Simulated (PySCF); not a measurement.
AlH3O3, SMILES [OH][Al]([OH])[OH] (connectivity only; charge and spin as stated), charge +1, multiplicity 2. Atoms are numbered in the order given.

```xyz
7

Al     0.0000     0.0000     0.0000
O     -1.6678     0.0000     0.0000
H     -2.6304     0.0000     0.0000
O      0.8339     1.4443     0.0000
H      1.3152     2.2780     0.0000
O      0.8339    -1.4443     0.0000
H      1.3152    -2.2780     0.0000
```
Charge +1, spin multiplicity 2.

Coordinates come from a r2SCAN-D4/def2-SVP optimisation. The spin state was assumed, not searched. The isomer is the one that the SMILES or the coordinates give; other isomers of the formula were not compared. Other conformers were not sampled.

Calculation: PBE/pcH-1 run with PySCF.

Unrestricted Kohn–Sham, ⟨S²⟩ = 0.753. Hyperfine tensors hold the contact and dipolar terms, without spin-orbit corrections.

Computed hyperfine couplings:
```
nucleus     A(iso) (MHz)  A(iso) (G)  dipolar principal values (MHz)
----------  ------------  ----------  ------------------------------
27Al no. 1         -44.0       -15.7                  -2.6, 1.3, 1.3
17O no. 2          -18.9        -6.7              -105.3, 52.6, 52.7
1H no. 3           -20.6        -7.4               -25.4, -7.8, 33.2
17O no. 4          -18.9        -6.7              -105.3, 52.6, 52.7
1H no. 5           -20.6        -7.4               -25.4, -7.8, 33.2
17O no. 6          -18.9        -6.7              -105.3, 52.6, 52.7
1H no. 7           -20.6        -7.4               -25.4, -7.8, 33.2
```

Q: And the g tensor (effective nuclear charges for spin-orbit coupling, GIAO)? (An estimate is asked for; the answer gives what the named calculation found.)

A: principal values 2.0074, 2.0288, 2.0288; isotropic 2.0217.
